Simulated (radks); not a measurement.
Q: Calculated with a radial shooting solver on a logarithmic mesh with Libxc functionals: Dirac Kohn-Sham, BLYP, spin-unpolarised, spherical densities, point nucleus; open shells fill j = l - 1/2 first. Each species is in its NIST ground configuration. Rank Gd, Dy, Sm, Eu, Tb, Ho, Pr, Nd, La, Lu, Ce, Yb, Tm, Pm, Er by mean radius of the outermost orbital (bohr), largest first.

A: Pr 4.48, La 4.43, Nd 4.42, Pm 4.36, Ce 4.35, Sm 4.31, Eu 4.25, Tb 4.15, Dy 4.10, Ho 4.05, Er 4.00, Gd 3.99, Tm 3.95, Yb 3.91, Lu 3.65.
